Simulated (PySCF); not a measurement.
Numbering as in the mapped SMILES `[CH2:1]=[CH:2][O:3][SiH3:4]`. Hydrogens are named by the atom that carries them. Ha(C1) is cis to O3; Hb(C1) is trans to O3.

Geometry: PBE0-D3(BJ)/def2-SVP; GIAO absolute shieldings from PySCF 2.14, gas phase, non-relativistic, averaged over equivalent atoms.

At PBE0/cc-pVTZ (208 basis functions, 24 s wall time on 1 thread of an Arm Neoverse V2, shared host):
```json
{"atoms": "C2", "σ (ppm)": "30.7"}
{"atoms": "C1", "σ (ppm)": "95.4"}
{"atoms": "O3", "σ (ppm)": "228.1"}
{"atoms": "Si4", "σ (ppm)": "393.5"}
{"atoms": "H(C2)", "σ (ppm)": "24.56"}
{"atoms": "H(Si4)", "σ (ppm)": "26.33"}
{"atoms": "Ha(C1)", "σ (ppm)": "26.98"}
{"atoms": "Hb(C1)", "σ (ppm)": "27.04"}
```

Predict the values at mPW1PW91/pcSseg-2 on the same geometry.

Results:


| atoms | σ at mPW1PW91/pcSseg-2 | change |
| --- | --- | --- |
| C2 | 20.7 | -10.0 |
| C1 | 87.6 | -7.8 |
| O3 | 221.4 | -6.7 |
| Si4 | 379.9 | -13.6 |
| H(C2) | 24.51 | -0.05 |
| H(Si4) | 26.36 | +0.03 |
| Ha(C1) | 26.96 | -0.02 |
| Hb(C1) | 27.00 | -0.04 |

The largest change is at Si4 (silicon bonded to O, 3 H). Cost: 235 basis functions, 31 s wall time on 1 thread of an Arm Neoverse V2, shared host.
